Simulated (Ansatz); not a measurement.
ClHMg (SMILES [MgH][Cl]) moved off its minimum; all values from Ansatz (a quantum-chemistry and plane-wave program), cores frozen in correlated methods.
(charge 0, multiplicity 1)
```xyz
3

Mg     0.0247    -0.1607    -1.1813
H      0.1023    -0.0794    -2.8519
Cl     0.0241     0.0509     1.0280
```

Question: Give the forces (eV/Å), the total energy and the dipole at CCSD(T)/def2-TZVPPD.

Answer: 
```json
[
 {"atom": "Mg1", "Fx": "0.036", "Fy": "0.147", "Fz": "0.349"},
 {"atom": "H2", "Fx": "-0.017", "Fy": "-0.070", "Fz": "-0.167"},
 {"atom": "Cl3", "Fx": "-0.019", "Fy": "-0.077", "Fz": "-0.182"}
]
```
Energy -660.0345 hartree, dipole 1.85 D.
